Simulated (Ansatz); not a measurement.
Cartesian coordinates (Å):
```xyz
8

Nb    -0.1179    -0.0161     0.2103
F      1.3973    -0.8284     0.9248
F     -0.8428    -0.5595    -1.4161
F      1.0344     1.1339    -0.7602
O     -1.2923    -1.0628     1.2138
H     -1.9307    -1.5154     1.7726
O     -0.7799     1.5573     1.0245
H     -0.3817     2.3952     0.7399
```
Charge 0, spin multiplicity 1.

These are frozen-core CCSD(T)/def2-TZVPP // r2SCAN-D4/def2-SVP run with Ansatz (an electronic-structure program) values and carry that method's errors.

```
Item                           Result
----------------------  -------------
HF energy               -506.06013 Ha
MP2 correlation energy    -1.70432 Ha
```

Task: Estimate the CCSD correlation energy, the (T) correction, the total energy and the T1 diagnostic.

Result: 
| Item | Value |
|---|---|
| CCSD correlation energy | -1.67862 Ha |
| (T) correction | -0.07057 Ha |
| CCSD(T) total energy | -507.80932 Ha |
| T1 diagnostic | 0.021 |
